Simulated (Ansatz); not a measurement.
Compare A (`CBC(O)(F)F`) with its isomer B (`CCOB(F)F`).

Program: Ansatz. Geometries: PBE0-D4/def2-TZVP. ΔE: electronic, gas phase. CBS: MP2 limit from def2 TZ/QZ plus the TZ coupled-cluster correction, frozen cores. DFT in def2-TZVPP. B3LYP here is the variant with VWN-RPA as its local correlation; programs differ in this. One conformer a species, not always the lowest.

Which is lower in electronic energy at CCSD(T)/CBS, and by how much? (An estimate is asked.)

Computed: B, by 481.6 kJ/mol.

Give E(B) − E(A) in kJ/mol with ωB97M-V, CCSD/def2-TZVPP, B3LYP-D4, B2PLYP, PBE-D4, CCSD(T)/def2-TZVPP, r2SCAN-D4. (An estimate is asked.)

Computed: ωB97M-V -467.6, CCSD/def2-TZVPP -485.2, B3LYP-D4 -473.4, B2PLYP -481.6, PBE-D4 -448.3, CCSD(T)/def2-TZVPP -481.4, r2SCAN-D4 -465.3. None reverses the order clearly.

Largest T1 diagnostic: 0.013.

From PBE to PBE0 (25 % exact exchange), in def2-TZVPP and without D4, E(B) − E(A) moves by −14.2 kJ/mol.
